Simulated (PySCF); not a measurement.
# How the method changes the shape and vibrations of AlBGeH3O cation

All numbers below are calculated, not measured. They come from PySCF 2.14.0, an open-source quantum chemistry program, on an isolated molecule that a program drew, which may never have been made. The molecule is AlBGeH3O cation (charge +1, singlet), drawn as the SMILES string `O=[B][GeH+][AlH2]`.

The geometry was optimised and harmonic frequencies were computed with HF and MP2, all in the cc-pV(D+d)Z basis, for the commonest isotopes, with a restricted reference for singlets and an unrestricted one otherwise, and a frozen core in MP2. Germanium has the cc-pVDZ-PP basis, with a core potential (ECP10MDF) in place of its 10 inner electrons, and its 3s, 3p and 3d shells are frozen in MP2. Each result is a local minimum of its method.

Geometry at the HF minimum:
```xyz
7
AlBGeH3O cation, angstrom
O     0.3158   -1.6947    1.0069
B     0.4951   -1.1423   -0.0161
Ge    0.8440   -0.0685   -1.7463
Al    1.6791    2.4373   -1.8657
H     0.5309   -0.9894   -2.9232
H     0.4481    3.3825   -1.8846
H     3.2308    2.4541   -1.8991
```

Lengths of the bonds as drawn, in Å (atoms numbered as above):
| bond | HF | MP2 |
|---|---|---|
| O1-B2 | 1.176 | 1.218 |
| B2-Ge3 | 2.066 | 2.051 |
| Ge3-Al4 | 2.644 | 2.625 |
| Ge3-H5 | 1.527 | 1.537 |
| Al4-H6 | 1.552 | 1.556 |
| Al4-H7 | 1.552 | 1.556 |

Rotational constants, in GHz:
| constant | HF | MP2 |
|---|---|---|
| A | 8.229 | 8.343 |
| B | 1.5 | 1.497 |
| C | 1.297 | 1.297 |

Harmonic frequencies in cm^-1, each column in rising order, so a row needn't be the same motion in every method:
```
rank    HF   MP2
   1    68    64
   2    91    97
   3   245   232
   4   256   248
   5   310   285
   6   315   285
   7   441   435
   8   505   480
   9   577   557
  10   700   671
  11   774   738
  12  2091  1907
  13  2137     ?
  14  2194  2099
  15  2266  2197
```

**Estimate the missing MP2 frequency from the HF column.**

A single factor s that minimises the squared misfit of MP2 against s times HF over the other rows is sum(HF x MP2) / sum(HF^2) = 0.9488, with an rms misfit of 26 cm^-1. For rank 13 it gives 0.9488 x 2137 = 2028 cm^-1. The calculation gives 2047 cm^-1, 19 cm^-1 above the estimate. The drawn bonds are on average 0.5 % longer in MP2 than in HF.
